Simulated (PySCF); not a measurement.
Nb(O)(OH)(NH2)2 (H₅N₂NbO₂), SMILES [NH2][Nb]([NH2])(=[O])[OH], multiplicity 1. Atoms are numbered in the order given.

```xyz
10

Nb     0.0580    -0.0186     0.0000
O      1.7415     0.1915     0.0000
O     -0.5235    -1.8380     0.0000
H     -0.0708    -2.6853     0.0000
N     -0.6241     0.8603    -1.6355
H     -1.5974     0.8860    -1.9296
H     -0.0589     1.4022    -2.2834
N     -0.6241     0.8603     1.6355
H     -0.0589     1.4022     2.2834
H     -1.5974     0.8860     1.9296
```

Coordinates come from a PBE0-D3(BJ)/def2-SVP optimisation. The multiplicity is an assumed one; no other spin state was optimised. The structure was generated by enumeration; whether it is a known compound was not checked. The def2 effective core potentials stand for the cores of Nb; spin–orbit coupling is left out. One conformer was computed; it need not be the lowest.

Method: PySCF with TDA-PBE/def2-SVPD.

Vertical excitations. Gas-phase values at a fixed geometry. State labels are in the subgroup Cs.

**Question.** Estimate the UV-visible absorptions. (The exact figures need the calculation; the answer reports its results.)

**Answer.** 
```
state  symmetry  energy (eV)  λ (nm)      f                                               main pairs
-----  --------  -----------  ------  -----  -------------------------------------------------------
S1           A'         4.56     272  0.014                                           HOMO→LUMO 92 %
S2           A"         4.95     251  0.025                       HOMO→LUMO+1 54 %, HOMO−1→LUMO 42 %
S3           A"         5.13     242  0.004                                         HOMO→LUMO+2 99 %
S4           A"         5.38     230  0.053     HOMO−1→LUMO 50 %, HOMO→LUMO+1 25 %, HOMO→LUMO+3 15 %
S5           A'         5.74     216  0.001  HOMO−1→LUMO+1 47 %, HOMO→LUMO+4 38 %, HOMO−1→LUMO+2 8 %
S6           A"         5.77     215  0.036                                         HOMO→LUMO+3 79 %
S7           A'         5.88     211  0.034                                       HOMO−1→LUMO+2 90 %
S8           A'         6.01     206  0.006   HOMO→LUMO+4 51 %, HOMO−1→LUMO+1 24 %, HOMO→LUMO+6 15 %
S9           A"         6.05     205  0.000                                         HOMO→LUMO+5 98 %
S10          A"         6.20     200  0.000                     HOMO−3→LUMO 85 %, HOMO−2→LUMO+1 14 %
T1           A'         4.23     293      0                                           HOMO→LUMO 98 %
T2           A"         4.39     283      0                                         HOMO→LUMO+1 95 %
T3           A"         4.98     249      0                                         HOMO−1→LUMO 92 %
T4           A"         5.00     248      0                                         HOMO→LUMO+2 95 %
```
Triplets are in the Tamm–Dancoff approximation.
